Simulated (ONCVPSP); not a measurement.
**An all-electron radial function and its pseudo partner (Co)**

Columns: radius, all-electron u(r) and pseudo u(r) of the 3s shell (level -102.14 eV) of cobalt in the configuration [Ne] 3s2 3p6 3d7 4s2; PBEsol, scalar-relativistic, ONCV scheme, ONCVPSP 4.0.1.

```
r (bohr)  all-electron  pseudo
   0.068        0.0611  0.1681
   0.135       -0.5740  0.3321
   0.202       -0.6362  0.4925
   0.270       -0.2969  0.6482
   0.338        0.1720  0.7923
   0.405        0.5984  0.9175
   0.473        0.9268  1.0220
   0.540        1.1348  1.0979
   0.608        1.2427  1.1443
   0.675        1.2692  1.1583
   0.742        1.2394  1.1425
   0.810        1.1713  1.0990
   0.878        1.0809  1.0336
   0.945        0.9814  0.9537
   1.013        0.8775  0.8636
   1.080        0.7776  0.7717
   1.148        0.6819  0.6799
   1.215        0.5950  0.5945
   1.283        0.5151  0.5149
   1.350        0.4447  0.4446
   1.418        0.3816  0.3815
   1.485        0.3271  0.3270
   1.553        0.2789  0.2788
   1.620        0.2378  0.2377
   1.688        0.2018  0.2017
   1.755        0.1713  0.1713
```

(1) How many radial nodes do the two functions have?

(2) At about which radius was the pseudo-wave matched?

(3) Is the pseudo-wave norm-conserving?

## Answers

(1) The all-electron 3s function has n − l − 1 = 2; the pseudo-wave has 0, since the states of the same l below it are removed with the core.

(2) 1.35 bohr. The columns agree to 0.0005 from 1.22 bohr on; several derivatives are matched, so the curves merge somewhat inside the radius.

(3) Yes: the ONCV scheme keeps the norm inside the radius equal to the all-electron one, which fixes the energy derivative of the logarithmic derivative at the level.
